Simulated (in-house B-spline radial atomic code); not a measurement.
Successive ionisation energies of antimony; each step leads to the configuration of the next row (after the last: [Ar] 3d10 4s2 4p2). NIST's values go from ground level to ground level; the uncertainty of those that are theory runs from under 0.1 % in few-electron ions to several per cent in heavy many-electron ones. Computed with a radial B-spline atomic code at the basis-set limit: non-relativistic Hartree-Fock, average of the configuration, point nuclei.

This level leaves out relativity, spin-orbit splitting included, which matters for heavy ions.

| ion | configuration | ionisation energy (eV) | tabulated value (eV) | computed minus tabulated (eV) | highest orbital | largest mean radius (bohr) |
| --- | --- | --- | --- | --- | --- | --- |
| Sb | [Kr] 4d10 5s2 5p3 | 7.7 | 8.608389 | -0.9 | 5p | 2.9519 |
| Sb+ | [Kr] 4d10 5s2 5p2 | ? | ? | ? | ? | ? |
| Sb2+ | [Kr] 4d10 5s2 5p1 | 23.9 | 25.3235 | -1.4 | 5p | 2.559 |
| Sb3+ | [Kr] 4d10 5s2 | 40.1 | 43.804 | -3.7 | 5s | 2.1441 |
| Sb4+ | [Kr] 4d10 5s1 | ? | ? | ? | ? | ? |
| Sb5+ | [Kr] 4d10 | 99.5 | 99.51 | 0.0 | 4d | 0.99462 |
| Sb6+ | [Kr] 4d9 | 120.6 | 117 | 3.6 | 4d | 0.96919 |
| Sb7+ | [Kr] 4d8 | 142.6 | 139 | 3.6 | 4d | 0.94633 |
| Sb8+ | [Kr] 4d7 | 165.4 | 162 | 3.4 | 4d | 0.92529 |
| Sb9+ | [Kr] 4d6 | 189.0 | 185 | 4.0 | 4d | 0.90576 |
| Sb10+ | [Kr] 4d5 | 213.3 | 214 | -0.7 | 4d | 0.88751 |
| Sb11+ | [Kr] 4d4 | 238.4 | 238 | 0.4 | 4d | 0.87037 |
| Sb12+ | [Kr] 4d3 | 264.3 | 265 | -0.7 | 4d | 0.85417 |
| Sb13+ | [Kr] 4d2 | 290.9 | 292 | -1.1 | 4d | 0.83883 |
| Sb14+ | [Kr] 4d1 | 318.1 | 317 | 1.1 | 4d | 0.82422 |
| Sb15+ | [Ar] 3d10 4s2 4p6 | ? | ? | ? | ? | ? |
| Sb16+ | [Ar] 3d10 4s2 4p5 | 448.0 | 447 | 1.0 | 4p | 0.76558 |
| Sb17+ | [Ar] 3d10 4s2 4p4 | 477.7 | 479 | -1.3 | 4p | 0.75702 |
| Sb18+ | [Ar] 3d10 4s2 4p3 | 508.0 | 510 | -2.0 | 4p | 0.74871 |

(1) Fill in the row of Sb+.

(2) Fill in the row of Sb4+.

(3) Fill in the row of Sb15+.

(4) Where is the largest jump?

(5) How far is this level of theory from the measured and semi-empirical values?

Results:

(1) ionisation energy (eV): 15.4; tabulated value (eV): 16.626; computed minus tabulated (eV): -1.3; highest orbital: 5p; largest mean radius (bohr): 2.7246.

(2) ionisation energy (eV): 51.6; tabulated value (eV): 55; computed minus tabulated (eV): -3.4; highest orbital: 5s; largest mean radius (bohr): 2.0635.

(3) ionisation energy (eV): 418.8; tabulated value (eV): 420; computed minus tabulated (eV): -1.2; highest orbital: 4p; largest mean radius (bohr): 0.77489.

(4) From Sb to Sb+, by a factor of 2.00 (7.6691 to 15.374 eV); the highest orbital goes from 5p to 5p.

(5) Over those 6 rows the differences run from -3.66 to +0.0129 eV (mean absolute value 1.8 eV). The calculation leaves out relativity, correlation and, in open shells, the multiplet splittings that an average leaves out.
